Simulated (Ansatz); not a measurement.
Program: Ansatz. Geometries: PBE0-D4/def2-TZVP. ΔE: electronic, gas phase. CBS: MP2 limit from def2 TZ/QZ plus the TZ coupled-cluster correction, frozen cores. DFT in def2-TZVPP. B3LYP here is the variant with VWN-RPA as its local correlation; programs differ in this. HSE06 is defined as in plane-wave codes. def2 core potentials past Kr. For In, Se outer-core shells are correlated without core-valence functions, which leaves a few kJ/mol of doubt a bond. Scalar relativity is left out up to krypton. Each species was taken in one conformer, which may not be the lowest.

Consider the ligand exchange at the Si–O bond: `F[SiH]([SeH])O[SiH3]` + `[OH][In]([F])[F]` → `[F][In]([F])[O][SiH3]` + `O[SiH](F)[SeH]`.

```json
{"level": "r2SCAN-D4", "ΔE (eV)": "0.05"}
{"level": "B97M-V", "ΔE (eV)": "0.05"}
{"level": "PBE-QIDH", "ΔE (eV)": "0.02"}
{"level": "BLYP", "ΔE (eV)": "0.05"}
{"level": "B3LYP", "ΔE (eV)": "0.04"}
{"level": "HSE06", "ΔE (eV)": "0.03"}
{"level": "HF/def2-QZVPP", "ΔE (eV)": "-0.01"}
{"level": "MP2/def2-QZVPP", "ΔE (eV)": "0.04"}
```

Task: What does CCSD(T)/CBS give? (Best estimate.)

Result: Computed: +0.04 eV. The listed levels differ from it by 0.01, 0.01, -0.02, 0.01, 0.00, -0.01, -0.05, 0.00 eV.

Largest T1 diagnostic among the species: 0.018.

The D4 term adds +0.05 eV with B3LYP and +0.03 eV with PBE0; it sums over pairs of atoms, weighted by their polarisabilities, and B3LYP, whose exchange is more repulsive, gets the larger term. Leaving LDA and LC-ωPBE aside and taking each functional with its dispersion term where it has one, the values, not all of them listed here, spread over 0.09 eV, from PBE-QIDH to BLYP-D4. In def2-TZVPP, CCSD(T) changes the Hartree–Fock value by +0.05 eV (the triples alone add +0.00 eV) and MP2 by +0.05 eV.
